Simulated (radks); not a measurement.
Values are calculated unless marked as measured or tabulated.
Question: Radial electron density D(r) = 4 pi r^2 rho(r) of an atom or ion with 4 electrons. Code: a radial shooting solver on a logarithmic mesh with Libxc functionals. Model: scalar-relativistic Kohn-Sham, exchange-only LDA, spin-polarised, spherical densities, finite nucleus; Fermi nuclear charge, rms radius of each element as measured or else 0.836 A^(1/3) + 0.57 fm.

```
   r/bohr * D(r) (the largest magnitude, 8.58, reaches the edge; | marks zero)
  0.01134 |  *
  0.01385 |   *
  0.01692 |     *
   0.0205 |       *
  0.02504 |          *
  0.03059 |              *
  0.03736 |                   *
  0.04527 |                         *
  0.05529 |                                *
  0.06753 |                                       *
  0.08183 |                                              *
  0.09995 |                                                   *
   0.1221 |                                                      *
   0.1491 |                                                     *
   0.1807 |                                               *
   0.2207 |                                     *
   0.2695 |                          *
   0.3292 |                *
   0.3989 |           *
   0.4872 |          *
    0.595 |            *
   0.7268 |              *
   0.8806 |              *
    1.076 |          *
    1.314 |     *
    1.592 |  *
    1.944 |*
    2.375 *
      2.9 *
```

What is the nuclear charge?

Answer: Z = 8. The innermost maximum, from 1s, lies near gamma/Z bohr with gamma = sqrt(1 - (Z/c)^2) = 0.998, here 0.125 bohr (found: 0.127), and its height grows with Z. The density is that of the oxygen ion O4+ in [He] 2s2; the configuration itself is not fixed sharply by these data. D(r) has 2 maxima, at r = 0.127, 0.775 bohr, and minima at 0.457 bohr, inside which lie 2.06 electrons.
